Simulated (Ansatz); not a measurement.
Species: CdBr (charge 0, doublet). The spin state was set by rule; other spins were not relaxed. 
Coordinates optimised at B3LYP-D3(BJ)/def2-TZVP (Ansatz, a quantum-chemistry and plane-wave program):
```xyz
2

Cd     0.0000     0.0000    -1.0750
Br     0.0000     0.0000     1.4743
```
Charge 0, spin multiplicity 2.

Basis-set convergence of Hartree-Fock and CCSD(T) correlation energies (hartree) with Ansatz. Valence correlation only, unless marked. UHF or UKS for open shells. Spin-orbit coupling is left out. Frozen are the shells of the preceding noble gas and the d and f shells that filled before the atom's block. Past Kr the def2 sets carry scalar-relativistic core potentials.

```tsv
basis	functions	E(HF)	E(corr, CCSD(T))
def2-SVP	63	-2738.97980	-0.38871
def2-TZVPP	104	-2739.33467	-0.58545
def2-QZVPP	177	-2739.38620	-0.64192
```

Extrapolating the two largest sets (X = 3 and 4) as X^-3: E(corr) = (64·(-0.64192) - 27·(-0.58545))/37 = -0.6831 Eh, an estimate of the basis-set limit. The largest set recovers 94.0 % of it, the smallest 56.9 %.
